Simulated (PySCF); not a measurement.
F2O2W (SMILES [O]=[W](=[O])([F])[F]), singlet, geometry from GFN2-xTB (such geometries of metal compounds can be far from the true shape) (core potentials on W); B3LYP/def2-SVP run with PySCF.

PySCF was given this input:
```python
from pyscf import gto, scf, dft

mol = gto.M(
    atom='''
W     0.05487010   -0.01169516    0.01838624
O     1.32229612   -0.35687239   -1.03644562
O     0.49345910   -0.03014245    1.64488116
F    -0.71526726    1.59888556   -0.41592983
F    -1.34989154   -1.15871218   -0.27607755
''',
    basis='def2-svp',
    ecp={'W': 'def2-svp'},
    verbose=5,
)

mf = dft.RKS(mol)
mf.xc = 'b3lyp'
mf.kernel()
```

Task: What does PySCF print? Leave out banner, timings and long lists.

Result: 
```
PySCF version 2.14.0

[INPUT] verbose = 5
[INPUT] max_memory = 4000
[INPUT] num. atoms = 5
[INPUT] num. electrons = 48
[INPUT] charge = 0
[INPUT] spin (= nelec alpha-beta = 2S) = 0
[INPUT] symmetry False subgroup None
[INPUT] Mole.unit = angstrom
[INPUT] Symbol           X                Y                Z      unit          X                Y                Z       unit  Magmom
[...]
[INPUT] ---------------- BASIS SET ----------------
[INPUT] l, kappa, [nprim/nctr], expnt,             c_1 c_2 ...
[INPUT] W
[...]
                                12                1.0014141748
[...]
                                6.084876          -0.66720686321
                                1.2523777812      0.52090351989
                                0.58569208922     0.51885687511
[...]
                                1.623745245       0.18452733732
                                0.69187452392     0.44121676843
                                0.27865835325     0.431584092415
[...]
[INPUT] F
[...]
                                435.4193912       -0.039904258866
                                98.843328866      -0.17912768038
                                27.485198001      -0.46758090825
                                8.5405498171      -0.4465313102
[...]
                                4.9872339257      -0.23754317067
                                1.3491613954      -0.51287353587
[...]
[INPUT] O
[...]
                                340.87010191      -0.03989003923
                                77.363135167      -0.17853911985
                                21.47964494       -0.46427684959
                                6.6589433124      -0.44309745172
[...]
                                3.863550544       0.23094120765
                                1.0480920883      0.51375311064
[...]
nuclear repulsion = 222.760935484436
number of shells = 36
number of NR pGTOs = 153
number of NR cGTOs = 88
basis = def2-svp
ecp = {'W': 'def2-svp'}

******** <class 'pyscf.dft.rks.RKS'> ********
method = RKS
initial guess = minao
damping factor = 0
level_shift factor = 0
DIIS = <class 'pyscf.scf.diis.CDIIS'>
diis_start_cycle = 1
diis_space = 8
diis_damp = 0
SCF conv_tol = 1e-09
SCF conv_tol_grad = None
SCF max_cycles = 50
direct_scf = True
direct_scf_tol = 1e-13
XC library pyscf.dft.libxc version 7.1.2
    S. Lehtola, C. Steigemann, M. J. T. Oliveira, and M. A. L. Marques,  SoftwareX 7, 1–5 (2018)
XC functionals = b3lyp
    P. J. Stephens, F. J. Devlin, C. F. Chabalowski, and M. J. Frisch,  J. Phys. Chem. 98, 11623 (1994)
radial grids:
    Treutler-Ahlrichs [JCP 102, 346 (1995); DOI:10.1063/1.469408] (M4) radial grids

becke partition: Becke, JCP 88, 2547 (1988); DOI:10.1063/1.454033
pruning grids: <function nwchem_prune>
grids dens level: 3
symmetrized grids: False
atomic radii adjust function: <function treutler_atomic_radii_adjust>
small_rho_cutoff = 0
Set gradient conv threshold to 3.16228e-05
Initial guess from minao.
Density of valence part of ANO basis will be used as initial guess for W
atom W rad-grids = 100, ang-grids = [ 50  50  50  50  50  50  50  50  50  50  50  50  50  50  50  50  50  50
  50  50  50  50  50  50  50  50  50  50  86  86  86  86  86  86  86  86
  86  86  86  86  86  86  86  86 350 350 350 350 350 350 350 350 350 350
 350 434 434 434 434 434 434 434 434 434 434 434 434 434 434 434 434 434
 434 434 434 434 434 434 350 350 350 350 350 350 350 350 350 350 350 350
 350 350 350 350 350 350 350 350 350 350]
atom O rad-grids = 75, ang-grids = [ 50  50  50  50  50  50  50  50  50  50  50  50  50  50  50  50  50  50
  50  50  50  50  50  86  86  86  86  86  86  86  86  86 266 266 266 266
 266 266 266 302 302 302 302 302 302 302 302 302 302 302 302 302 302 302
 302 302 302 302 302 266 266 266 266 266 266 266 266 266 266 266 266 266
 266 266 266]
atom F rad-grids = 75, ang-grids = [ 50  50  50  50  50  50  50  50  50  50  50  50  50  50  50  50  50  50
  50  50  50  50  86  86  86  86  86  86  86  86  86 266 266 266 266 266
[...]
  2.59854530e+00  2.61758071e+00  2.73335217e+00  2.77166202e+00
  2.83742234e+00  2.90769690e+00  3.01539325e+00  3.01785140e+00
  3.02004869e+00  3.03777488e+00  3.10923137e+00  3.13149710e+00
  3.15590800e+00  3.17550467e+00  3.20143051e+00  3.22463970e+00
  3.34692476e+00  3.61138480e+00  6.75546685e+01  5.74366853e+02]
nelec by numeric integration = 48.00001199397875
E1 = -1041.2345599283435  E2 = 401.30166239133973  Ecoul = 447.01174198421745  Exc = -45.71007959287771
cycle= 12 E= -417.171962052567  delta_E= -1.68e-09  |g|= 1.53e-06  |ddm|= 6.24e-05
[...]
  mo_energy =
[-2.47383829e+01 -2.47383294e+01 -1.91835333e+01 -1.91834515e+01
 -3.12079823e+00 -1.77942041e+00 -1.77722431e+00 -1.77445540e+00
 -1.19386506e+00 -1.18851068e+00 -9.57227934e-01 -9.33474296e-01
 -5.41299105e-01 -5.31617337e-01 -5.19096602e-01 -5.09848237e-01
 -5.06803057e-01 -4.69771868e-01 -4.54290118e-01 -4.24092564e-01
 -4.13345775e-01 -3.88999354e-01 -3.82313833e-01 -3.49463823e-01
 -1.20681982e-01 -8.03102102e-02 -4.56519871e-02 -4.29696291e-02
  7.58723293e-03  1.55169775e-02  3.68572509e-02  5.11502030e-02
  5.95765455e-02  1.90681001e-01  2.52448241e-01  2.59040267e-01
  2.62352427e-01  2.72259773e-01  2.77424814e-01  6.83754864e-01
  7.05650282e-01  7.15777516e-01  9.18471587e-01  9.26674034e-01
  9.31860247e-01  9.44823556e-01  9.65834422e-01  1.00224295e+00
  1.02301307e+00  1.04424225e+00  1.05003551e+00  1.05623964e+00
  1.13830618e+00  1.18511464e+00  1.20211784e+00  1.22908798e+00
  1.28720593e+00  1.32105880e+00  1.35909796e+00  1.37360777e+00
  1.37673960e+00  1.41237900e+00  1.45326144e+00  1.54081275e+00
  1.67984240e+00  1.83942870e+00  2.57787152e+00  2.58691843e+00
  2.59854530e+00  2.61758068e+00  2.73335205e+00  2.77166201e+00
  2.83742233e+00  2.90769681e+00  3.01539331e+00  3.01785147e+00
  3.02004874e+00  3.03777493e+00  3.10923142e+00  3.13149708e+00
  3.15590804e+00  3.17550468e+00  3.20143049e+00  3.22463965e+00
  3.34692479e+00  3.61138479e+00  6.75546685e+01  5.74366853e+02]
nelec by numeric integration = 48.00001199397583
E1 = -1041.234560697274  E2 = 401.3016631602652  Ecoul = 447.0117428214525  Exc = -45.71007966118733
cycle= 13 E= -417.171962052572  delta_E= -5e-12  |g|= 2.44e-06  |ddm|= 3.91e-06
[...]
  mo_energy =
[-2.47383829e+01 -2.47383296e+01 -1.91835332e+01 -1.91834514e+01
 -3.12079817e+00 -1.77942036e+00 -1.77722426e+00 -1.77445535e+00
 -1.19386511e+00 -1.18851074e+00 -9.57227882e-01 -9.33474243e-01
 -5.41299140e-01 -5.31617380e-01 -5.19096635e-01 -5.09848262e-01
 -5.06803077e-01 -4.69771928e-01 -4.54290081e-01 -4.24092539e-01
 -4.13345758e-01 -3.88999310e-01 -3.82313803e-01 -3.49463765e-01
 -1.20681966e-01 -8.03101693e-02 -4.56519733e-02 -4.29695960e-02
  7.58725602e-03  1.55169993e-02  3.68572536e-02  5.11502122e-02
  5.95765614e-02  1.90681011e-01  2.52448251e-01  2.59040277e-01
  2.62352437e-01  2.72259787e-01  2.77424830e-01  6.83754881e-01
  7.05650313e-01  7.15777534e-01  9.18471605e-01  9.26674074e-01
  9.31860272e-01  9.44823593e-01  9.65834459e-01  1.00224298e+00
  1.02301308e+00  1.04424228e+00  1.05003551e+00  1.05623968e+00
  1.13830620e+00  1.18511466e+00  1.20211785e+00  1.22908794e+00
  1.28720591e+00  1.32105877e+00  1.35909793e+00  1.37360777e+00
  1.37673960e+00  1.41237900e+00  1.45326147e+00  1.54081278e+00
  1.67984238e+00  1.83942868e+00  2.57787158e+00  2.58691849e+00
  2.59854536e+00  2.61758074e+00  2.73335210e+00  2.77166205e+00
  2.83742239e+00  2.90769684e+00  3.01539326e+00  3.01785140e+00
  3.02004869e+00  3.03777487e+00  3.10923138e+00  3.13149709e+00
  3.15590799e+00  3.17550464e+00  3.20143048e+00  3.22463967e+00
  3.34692474e+00  3.61138477e+00  6.75546685e+01  5.74366853e+02]
nelec by numeric integration = 48.00001199398916
E1 = -1041.2345614471421  E2 = 401.3016639101401  Ecoul = 447.0117437265533  Exc = -45.71007981641315
Extra cycle  E= -417.171962052566  delta_E= 6.82e-12  |g|= 4.92e-06  |ddm|= 4.61e-06
converged SCF energy = -417.171962052566
```
